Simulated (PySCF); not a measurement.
Species: C2H3O4S (charge -1).
SMILES with atom numbers: `[O:1]=[C:2]([OH:3])[CH2:4][S@@:5](=[O:6])[O-:7]` (hydrogens: H8 on O3; H9, H10 on C4)

Cartesian coordinates in Å at the GFN2-xTB level; atoms count from 1:
```
atom  x, y, z in Å
O1     1.632   -0.379   -1.097
C2     1.074   -0.296   -0.010
O3     1.728    0.329    1.026
C4    -0.242   -0.731    0.328
S5    -1.595    0.727   -0.277
O6    -2.840    0.085    0.194
O7    -1.220    1.897    0.534
H8     2.526    0.737    0.665
H9    -0.442   -0.801    1.388
H10   -0.612   -1.562   -0.257
```

The geometry is computed with GFN2-xTB (gas phase).

Masses are those of the commonest isotopes; rigid-rotor values at the optimised geometry. The values belong to one conformer with, in the numbering `[O:1]=[C:2]([OH:3])[CH2:4][S@@:5](=[O:6])[O-:7]`, O1–C2–O3–H 8°, O1–C2–C4–S5 -82°, C2–C4–S5–O6 -179°.

Problem. What are A, B and C (MHz)?

Solution. Ia = 109.44, Ib = 376.57, Ic = 411.65 u·Å²; 505379 MHz·u·Å²/I gives A = 4618, B = 1342, C = 1228 MHz.

Problem. What kind of rotor is it?

Solution. A near-prolate asymmetric top; Ray's κ = -0.933.

Problem. Is it planar, by Δ = Ic − Ia − Ib?

Solution. Not planar: Δ = Ic − Ia − Ib = -74.36 u·Å². For a rigid frame Δ = −2 Σ m c², so Σ m c² = 37.18 u·Å² lies off the ab plane: 3.50 from hydrogen and 33.68 from heavier atoms. The atom farthest from that plane is 1.71 Å away.

Problem. Give the other two planar moments, Paa and Pbb, and the rms extents of the mass along the axes.

Solution. Paa = Σ m a² = (Ib + Ic − Ia)/2 = 339.39 and Pbb = Σ m b² = (Ia + Ic − Ib)/2 = 72.26 u·Å². With the mass M = 122.98 u, the rms extents √(P/M) along a, b and c are 1.66, 0.77, 0.55 Å.

Problem. Where do the levels up to J = 3 lie, in MHz?

Solution. Above 0(0,0):
J = 1: 1(0,1) 2570, 1(1,1) 5846, 1(1,0) 5960
J = 2: 2(0,2) 7706, 2(1,2) 10871, 2(1,1) 11214, 2(2,1) 21042, 2(2,0) 21045
J = 3: 3(0,3) 15404, 3(1,3) 18407, 3(1,2) 19093, 3(2,2) 28751, 3(2,1) 28766, 3(3,1) 45419, 3(3,0) 45419

Problem. Estimate the classical rotational partition function at 10 K, 100 K and 500 K.

Solution. Point group C1, symmetry number σ = 1; q = (√π/σ)·√((kT/h)³/(ABC)), k/h = 20836.6 MHz/K: 1930 at 10 K, 61100 at 100 K, 683000 at 500 K.

No frequency check. Zero-point vibration and centrifugal distortion are left out.
